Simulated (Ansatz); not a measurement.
Consider the isomerisation: `C[Si@H]1N[C@@H]1[GaH2]` → `C[N]1C[SiH2][GaH]1`.

Computed with Ansatz on PBE0-D4/def2-TZVP structures; ΔE is electronic, products minus reactants. CBS: MP2 limit from def2 TZ/QZ plus the TZ coupled-cluster correction, frozen cores. DFT in def2-TZVPP. B3LYP here is the variant with VWN-RPA as its local correlation; programs differ in this. For Ga outer-core shells are correlated without core-valence functions, which leaves a few kJ/mol of doubt a bond. Scalar relativity is left out up to krypton.

CCSD(T)/CBS gives -11.7 kcal/mol.

(1) Another level gave -11.2 kcal/mol. Which?
A. B3LYP-D4/def2-TZVPP
B. HF/def2-TZVPP
C. PBE-D4/def2-TZVPP
D. r2SCAN-D4/def2-TZVPP

Largest T1 diagnostic among the species: 0.017.

## Answers

(1) D. r2SCAN-D4 -11.2, HF/def2-TZVPP -10.0, B3LYP-D4 -12.8, PBE-D4 -14.0 kcal/mol.

The D4 term adds −0.8 kcal/mol with B3LYP and −0.4 kcal/mol with PBE0; it sums over pairs of atoms, weighted by their polarisabilities, and B3LYP, whose exchange is more repulsive, gets the larger term. In def2-TZVPP, CCSD(T) changes the Hartree–Fock value by −2.8 kcal/mol (the triples alone add −0.6 kcal/mol) and MP2 by −1.1 kcal/mol. From PBE to PBE0 (25 % exact exchange), in def2-TZVPP and without D4, ΔE moves by +0.8 kcal/mol.
